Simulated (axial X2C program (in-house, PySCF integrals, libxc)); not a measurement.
Which molecule has these constants?

Calculated with an in-house all-electron X2C program for linear molecules (integrals from PySCF), spin-free (one-electron X2C) or two-component (2c: spin–orbit coupling with atomic mean-field Coulomb and Gaunt terms, which also bring small scalar terms), in Dyall basis sets with cores contracted in-house; open shells are unrestricted.

A two-component PBE0 calculation in a Dyall 3-zeta basis gave Re = 3.377 Å, ωe = 107.5 cm⁻¹, Ω = 1/2.

Question: Which molecule is it?
A. NaAl⁺
B. NaB⁺
C. NaIn⁺
D. NaGa⁺

Answer: D. The others have NaB⁺ 2.843 Å and 210.9 cm⁻¹ (Ω = 1/2); NaAl⁺ 3.363 Å and 134.6 cm⁻¹ (Ω = 1/2); NaIn⁺ 3.520 Å and 97.8 cm⁻¹ (Ω = 1/2).

Each entry is the lowest single determinant of a limited PBE0 search at one distance. De goes to single-determinant-based atoms at the same level (for ions the charge split of lowest energy) and is withheld (n/a) where an atom does not fit its ground term or J level. Main or longest-lived isotopes. Some light 2c atoms are not at their ground J level, so De misses part of their lowering (0.04 eV or less). The functionals have no current term, which raises determinants with orbital currents.
